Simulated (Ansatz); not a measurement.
Basis-set extrapolation for BH8NSSi2, SMILES `BN[SiH]([SiH3])S` (PBE0-D4/def2-TZVP geometry, frozen core, Ansatz). Multiplicity 1, RHF reference.

```csv
,def2-TZVPP,def2-QZVPP
HF,-1059.344175,-1059.377449
MP2 correlation,-0.741495,-0.797517
CCSD(T) correlation,-0.846317,not run
```

Energies in hartree. Use E(X) = E(∞) + A·exp(−7.88·√X) for Hartree–Fock and E(X) = E(∞) + B·X^(−2.97) for correlation, with X = 3 and 4, and add CCSD(T) minus MP2 of the smaller set to the MP2 limit.

Q: What is the CCSD(T) energy at the basis-set limit?

A: HF limit: -1059.377449 + (-0.033274) × 0.13774 = -1059.38203. MP2 limit: -0.797517 + (-0.056022) × 0.74074 = -0.83901. Higher-order term: -0.846317 − (-0.741495) = -0.10482. Total: -1060.32586 hartree, 355.4 kJ/mol below CCSD(T)/def2-TZVPP.
